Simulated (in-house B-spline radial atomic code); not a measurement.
Inner levels of praseodymium as electrons are removed. A shift is the extra binding of the orbital against the neutral atom ([Xe] 4f3 6s2). Computed with a radial B-spline atomic code at the basis-set limit: non-relativistic Hartree-Fock, average of the configuration, point nuclei.

This level leaves out relativity, spin-orbit splitting included, which matters for heavy ions.

| ion | configuration | shift of 2s (eV) | shift of 1s (eV) | shift of 3s (eV) | radius of 2s (bohr) | radius of 1s (bohr) | radius of 3s (bohr) | Σ<r²> (bohr²) | change of density at nucleus (bohr⁻³) |
| --- | --- | --- | --- | --- | --- | --- | --- | --- | --- |
| Pr33+ | [Ar] 3d8 | 1335.48 | 1376.78 | 1209.8 | 0.10951 | 0.025728 | 0.27715 | 1.2749 | -402.81 |
| Pr34+ | [Ar] 3d7 | 1450.32 | 1496.01 | 1295.6 | 0.10941 | 0.025728 | 0.27536 | 1.1905 | -333.6 |
| Pr35+ | [Ar] 3d6 | 1567.15 | 1617.57 | 1382.53 | 0.10931 | 0.025729 | 0.27357 | 1.1094 | -262.49 |
| Pr36+ | [Ar] 3d5 | 1685.95 | 1741.47 | 1470.58 | 0.1092 | 0.025729 | 0.27181 | 1.0314 | -189.45 |
| Pr37+ | [Ar] 3d4 | 1806.7 | 1867.7 | 1559.75 | 0.10909 | 0.025729 | 0.27005 | 0.9564 | -114.5 |
| Pr38+ | [Ar] 3d3 | ? | ? | ? | ? | ? | ? | ? | ? |
| Pr39+ | [Ar] 3d2 | ? | ? | ? | ? | ? | ? | ? | ? |
| Pr40+ | [Ar] 3d1 | ? | ? | ? | ? | ? | ? | ? | ? |
| Pr41+ | [Ne] 3s2 3p6 | 2309.01 | 2395.9 | 1927.44 | 0.1086 | 0.02573 | 0.2632 | 0.6834 | 204.58 |
| Pr42+ | [Ne] 3s2 3p5 | 2426.69 | 2532.43 | 2010.57 | 0.10847 | 0.025727 | 0.26194 | 0.60466 | 294.56 |
| Pr43+ | [Ne] 3s2 3p4 | 2545.62 | 2670.73 | 2094.42 | 0.10833 | 0.025724 | 0.26069 | 0.52781 | 386.14 |

Problem. Fill in the row of Pr38+.

Solution. shift of 2s (eV): 1929.4; shift of 1s (eV): 1996.26; shift of 3s (eV): 1650.02; radius of 2s (bohr): 0.10897; radius of 1s (bohr): 0.02573; radius of 3s (bohr): 0.26832; Σ<r²> (bohr²): 0.88424; change of density at nucleus (bohr⁻³): -37.621.

Problem. Fill in the row of Pr39+.

Solution. shift of 2s (eV): 2054.03; shift of 1s (eV): 2127.15; shift of 3s (eV): 1741.4; radius of 2s (bohr): 0.10885; radius of 1s (bohr): 0.02573; radius of 3s (bohr): 0.2666; Σ<r²> (bohr²): 0.81477; change of density at nucleus (bohr⁻³): 41.183.

Problem. Fill in the row of Pr40+.

Solution. shift of 2s (eV): 2180.57; shift of 1s (eV): 2260.37; shift of 3s (eV): 1833.87; radius of 2s (bohr): 0.10873; radius of 1s (bohr): 0.02573; radius of 3s (bohr): 0.26489; Σ<r²> (bohr²): 0.74787; change of density at nucleus (bohr⁻³): 121.91.
